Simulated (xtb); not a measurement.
InBr2, SMILES [Br][In+][Br], charge +1. All values are semi-empirical tight-binding results from xtb (GFN2-xTB unless named), good for trends rather than for accurate numbers. The structure is a stationary point at GFN2-xTB. The multiplicity is an assumed one; other spin states were not compared. The isomer is the one that the SMILES or the coordinates give; other isomers of the formula were not compared.

For metal compounds this method's bond lengths and energies can be far off.

The point group as xtb finds it is D∞h, the orbital gap is 1.45 eV and the zero-point energy is 0.7 kcal/mol. The G − E(el) at 298.15 K (modified RRHO) is -17.7 kcal/mol.
